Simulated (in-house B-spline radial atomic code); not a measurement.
**Ionising Se4+ with different functionals**

Computed with a B-spline radial code for spherical atoms: scalar-relativistic (spin-free X2C) Hamiltonian, Fermi nucleus of rms radius 4.14 fm, spin-polarised at highest spin, spherical fractional occupations for the functionals, and exact exchange of hybrids averaged over the configuration. The ionisation energy is the difference of two self-consistent energies, [Ar] 3d10 4s2 → [Ar] 3d10 4s1, without Breit or QED terms; ε is the level of the shell that loses the electron (its least bound occupied spin orbital). There is no spin-orbit coupling in this Hamiltonian.

| method | rung | ΔSCF (eV) | -ε(4s) (eV) |
| --- | --- | --- | --- |
| PBE0 | global hybrid | 67.68 | 62.98 |
| B3LYP | global hybrid | 68.20 | 63.03 |
| TPSSh | global hybrid | 67.55 | 62.11 |
| BHandHLYP | global hybrid | 67.59 | 64.35 |
| r2SCAN0 | global hybrid | 67.33 | 63.23 |
| B97-1 | global hybrid | 68.02 | 62.69 |
| HSE06 | range-separated hybrid | 67.76 | 62.72 |
| wB97X | range-separated hybrid | 67.71 | 65.86 |
| CAM-B3LYP | range-separated hybrid | 68.19 | 64.83 |
| LC-wPBE | range-separated hybrid | 67.84 | 66.25 |

**Question.** Among the functionals, which spreads more, the ΔSCF values or the orbital energies?

**Answer.** The orbital energies: ΔSCF values span about 0.87 eV and the orbital energies 4.14 eV; here energy differences depend much less on the functional than eigenvalues do.

**Question.** How do they compare with the NIST value?

**Answer.** NIST lists 68.3 eV ± 0.1 (semi-empirical, ground level to ground level). Errors run from -0.97 to -0.10 eV; B3LYP is closest (-0.10 eV), though others lie within the uncertainty of it, and part of that can be cancellation, since the calculations leave out Breit-QED terms.
